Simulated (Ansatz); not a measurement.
Geometry optimisation, RHF/def2-SVP in Ansatz.

Input file:

```yaml
crystal:
  periodic: [false, false, false]
  atoms:
    - { symbol: W, position_ang: [-0.136438, -0.268498, -0.118012] }
    - { symbol: H, position_ang: [0.134149, 0.449307, 1.392674] }
    - { symbol: Cl, position_ang: [1.677951, -1.308498, 0.843265] }
    - { symbol: Cl, position_ang: [-1.144247, 1.863843, -0.33841] }
    - { symbol: Cl, position_ang: [-2.071094, -0.697632, 1.147005] }
    - { symbol: Cl, position_ang: [-0.714265, -2.264116, -1.144892] }
    - { symbol: O, position_ang: [0.797926, 0.3251, -1.575733] }
    - { symbol: H, position_ang: [0.944167, 1.170564, -1.982966] }
    - { symbol: F, position_ang: [1.853121, 1.896717, 0.715697] }
    - { symbol: H, position_ang: [1.344531, 1.873714, 1.471172] }
basis:
  gaussian: { orbitals: def2-SVP }
hamiltonian:
  xc: hf
relax:
  f_tol: 0.03
  max_steps: 50
output:
  orbitals: {}
```

Run as:

```bash
$ ansatz run input.yaml --threads 4 --pin off --max-ram 5120MiB --backend cpu --events-out ev --progress --plain --runs-dir out
```

**Question.** Where does it end, and by what steps?

**Answer.** It converged. After 30 steps the energy has fallen by 0.491 eV; H10 moved furthest, 2.01 Å.

```
step  energy less start (eV)  largest force component (eV/Å)  accepted
   0                  0.0000                           0.719       yes
   2                 -0.1372                           1.445       yes
   4                 -0.1920                           0.362       yes
   6                 -0.1969                           1.008        no
   8                 -0.2181                           0.302       yes
  10                 -0.2256                           0.321       yes
  12                 -0.2215                           1.564        no
  14                 -0.2586                           0.433       yes
  16                 -0.3044                           0.690       yes
  18                 -0.3908                           0.942       yes
  20                 -0.4614                           0.264       yes
  22                 -0.4760                           0.353       yes
  24                 -0.4868                           0.232       yes
  26                 -0.4905                           0.124       yes
  28                 -0.4913                           0.060       yes
  30                 -0.4914                           0.024       yes
```

```xyz
10
Properties=species:S:1:pos:R:3
W -0.238 -0.527 0.093
H 0.179 -0.574 1.697
Cl 0.884 -2.517 0.613
Cl -0.857 1.701 0.686
Cl -2.336 -1.011 0.926
Cl -0.821 -1.594 -1.900
O 1.224 0.316 -0.515
H 1.680 1.151 -0.649
F 1.867 2.932 -0.488
H 1.103 3.163 -0.053
```

Whether the end is a true minimum wasn't checked by a vibrational analysis.

Run time: 65 s on 4 threads of Arm Neoverse V2, on a shared host, peak memory 0.48 GiB.
